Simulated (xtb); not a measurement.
xtb input (GFN2-xTB):

```bash
xtb mol.xyz --gfn 2 --ohess tight --chrg 0 --uhf 0
```
mol.xyz:
```
4

B      0.56696828     0.04294356     0.01673378
N     -0.68369115    -0.03386060    -0.00219474
H      1.73375700     0.03632291     0.03063538
H     -1.67205519    -0.04124652    -0.04432670
```

Output:

```
           -------------------------------------------------
          |                Calculation Setup                |
           -------------------------------------------------

           -------------------------------------------------
          |                 G F N 2 - x T B                 |
           -------------------------------------------------

        Reference                      10.1021/acs.jctc.8b01176
      * Hamiltonian:
        H0-scaling (s, p, d)           1.850000    2.230000    2.230000
        zeta-weighting                 0.500000
      * Dispersion:
        s8                             2.700000
        a1                             0.520000
        a2                             5.000000
        s9                             5.000000
      * Repulsion:
        kExp                           1.500000    1.000000
        rExp                           1.000000
      * Coulomb:
        alpha                          2.000000
        third order                    shell-resolved
        anisotropic                    true
        a3                             3.000000
        a5                             4.000000
        cn-shift                       1.200000
        cn-exp                         4.000000
        max-rad                        5.000000

          ...................................................
          :                      SETUP                      :
          :.................................................:
          :  # basis functions                  10          :
          :  # atomic orbitals                  10          :
          :  # shells                            6          :
          :  # electrons                        10          :
          :  max. iterations                   250          :
          :  Hamiltonian                  GFN2-xTB          :
          :  restarted?                      false          :
          :  GBSA solvation                  false          :
          :  PC potential                    false          :
          :  electronic temp.          300.0000000     K    :
          :  accuracy                    1.0000000          :
          :  -> integral cutoff          0.2500000E+02      :
          :  -> integral neglect         0.1000000E-07      :
          :  -> SCF convergence          0.1000000E-05 Eh   :
          :  -> wf. convergence          0.1000000E-03 e    :
          :  Broyden damping             0.4000000          :
          :  net charge                          0          :
          :  unpaired electrons                  0          :
          ...................................................

 iter      E             dE          RMSdq      gap      omega  full diag
   1     -5.2347554 -0.523476E+01  0.146E+01    7.12       0.0  T
   2     -5.2597707 -0.250153E-01  0.893E+00    7.00       1.0  T
   3     -5.2598259 -0.551985E-04  0.192E+00    6.90       1.0  T
   4     -5.2390403  0.207855E-01  0.235E+00    7.52       1.0  T
   5     -5.2629814 -0.239411E-01  0.107E+00    7.20       1.0  T
   6     -5.2670860 -0.410456E-02  0.419E-01    6.95       1.0  T
[...]
It seems to be the Cinfv point group
                xx          xy          yy          xz          yz          zz
 q only:        0.745       0.039      -0.372       0.029       0.001      -0.373
  q+dip:        4.128       0.180      -2.063       0.124       0.004      -2.066
   full:        1.737       0.087      -0.868       0.065       0.002      -0.869

           -------------------------------------------------
          |                Geometry Summary                 |
           -------------------------------------------------

      molecular mass/u    :       26.8336128
   center of mass at/Å    :       -0.1195299      -0.0000828      -0.0000787
  moments of inertia/u·Å² :        0.1697803E-03   0.1514653E+02   0.1514669E+02
rotational constants/cm⁻¹ :        0.9929085E+05   0.1112970E+01   0.1112958E+01

 * 3 selected distances

     #   Z          #   Z                                           value/Å
     1   5 B        2   7 N                                       1.2399821 (max)
     1   5 B        3   1 H                                       1.1396790
     2   7 N        4   1 H                                       0.9894702 (min)

 * 3 distinct bonds (by element types)

   Z      Z             #   av. dist./Å        max./Å        min./Å
   1 H    5 B           1     1.1396790     1.1396790     1.1396790
   1 H    7 N           1     0.9894702     0.9894702     0.9894702
   5 B    7 N           1     1.2399821     1.2399821     1.2399821

           -------------------------------------------------
          |               Frequency Printout                |
           -------------------------------------------------
 vibrational frequencies (cm⁻¹)
eigval :        0.00     0.00     0.00     0.00     0.00   430.33
eigval :      430.45   670.45   670.45  1981.49  2939.27  3716.75
 reduced masses (amu)
   1:  7.93   2:  8.06   3: 11.74   4: 11.79   5: 11.66   6:  4.95   7:  4.95   8:  2.17
   9:  2.17  10: 10.04  11:  2.87  12:  2.18
 IR intensities (km·mol⁻¹)
   1:  0.00   2:  0.00   3:  0.00   4:  0.00   5:  0.00   6:120.87   7:120.85   8:  3.50
   9:  3.50  10: 32.03  11: 77.63  12: 11.57
 Raman intensities (Ä⁴*amu⁻¹)
   1:  0.00   2:  0.00   3:  0.00   4:  0.00   5:  0.00   6:  0.00   7:  0.00   8:  0.00
   9:  0.00  10:  0.00  11:  0.00  12:  0.00
 output can be read by thermo (or use thermo option).
 writing <g98.out> molden fake output.
 recommended (thermochemical) frequency scaling factor: 1.0
           -------------------------------------------------
          |             Thermodynamic Functions             |
           -------------------------------------------------

cin symmetry found (for desy threshold:  0.10E+00) used in thermo

          ...................................................
          :                      SETUP                      :
          :.................................................:
          :  # frequencies                           7      :
          :  # imaginary freq.                       0      :
          :  linear?                              true      :
          :  only rotor calc.                    false      :
          :  symmetry                              cin      :
          :  rotational number                       1      :
          :  scaling factor                  1.0000000      :
          :  rotor cutoff                   50.0000000 cm⁻¹ :
          :  imag. cutoff                  -20.0000000 cm⁻¹ :
          :.................................................:

    mode    ω/cm⁻¹     T·S(HO)/kcal·mol⁻¹    T·S(FR)/kcal·mol⁻¹   T·S(vib)
   ------------------------------------------------------------------------
   ------------------------------------------------------------------------

   temp. (K)  partition function   enthalpy   heat capacity  entropy
                                   cal/mol     cal/K/mol   cal/K/mol   J/K/mol
 298.15  VIB   1.42                  510.032      4.595      2.403
         ROT   186.                  592.502      1.987     12.374
         INT   264.                 1102.534      6.582     14.777
Note: The following floating-point exceptions are signalling: IEEE_DENORMAL
normal termination of xtb
         TR   0.134E+27             1481.254      4.968     35.780
         TOT                        2583.7876    11.5502    50.5574   211.5323

       T/K    H(0)-H(T)+PV         H(T)/Eh          T*S/Eh         G(T)/Eh
   ------------------------------------------------------------------------
    298.15    0.411753E-02    0.288111E-01    0.240215E-01    0.478959E-02
   ------------------------------------------------------------------------

         :::::::::::::::::::::::::::::::::::::::::::::::::::::
         ::                  THERMODYNAMIC                  ::
         :::::::::::::::::::::::::::::::::::::::::::::::::::::
         :: total free energy          -5.167291512560 Eh   ::
         ::.................................................::
         :: total energy               -5.172081100470 Eh   ::
         :: zero point energy           0.024693532777 Eh   ::
         :: G(RRHO) w/o ZPVE           -0.019903944867 Eh   ::
         :: G(RRHO) contrib.            0.004789587910 Eh   ::
         :::::::::::::::::::::::::::::::::::::::::::::::::::::

optimized geometry written to: xtbopt.xyz

           -------------------------------------------------
          | TOTAL ENERGY               -5.172081100470 Eh   |
          | TOTAL ENTHALPY             -5.143270040031 Eh   |
          | TOTAL FREE ENERGY          -5.167291512560 Eh   |
          | GRADIENT NORM               0.000387085310 Eh/α |
          | HOMO-LUMO GAP               7.224208024554 eV   |
           -------------------------------------------------

------------------------------------------------------------------------
------------------------------------------------------------------------
 total:
 SCF:
 ANC optimizer:
 analytical hessian:
```
